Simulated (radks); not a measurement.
Li2+, 1 electrons, occupied as 2s1 (not the ground configuration).

All-electron calculation, scalar-relativistic Kohn-Sham, r2SCAN, spin-polarised, spherical densities, finite nucleus; open shells are filled with parallel spins first; meta-GGA in the generalised Kohn-Sham scheme; Fermi nuclear charge, rms radius 2.444 fm. Program: a radial shooting solver on a logarithmic mesh with Libxc functionals.

Energy parts (eV):
| part | energy |
|---|---|
| total | -30.967 |
| kinetic | 30.973 |
| electron-nucleus | -61.590 |
| Hartree | 6.226 |
| exchange-correlation | -6.576 |

Orbitals (lengths in bohr, moments of r in powers of bohr; r(max) is where P^2 peaks; r(90%) holds 90 % of the orbital's charge):
orbital  occ.  eigenvalue (eV)  <r^4>  r(max)  r(90%)
2s up       1         -26.9826  33.10   1.727    2.99

The highest occupied level is 2s up at -26.983 eV. The density falls to 0.001 e/bohr^3 at r = 3.19 bohr. Spin moment in Bohr magnetons: 1. The spin density at the nucleus is 1.095 e/bohr^3 (2s 1.095).
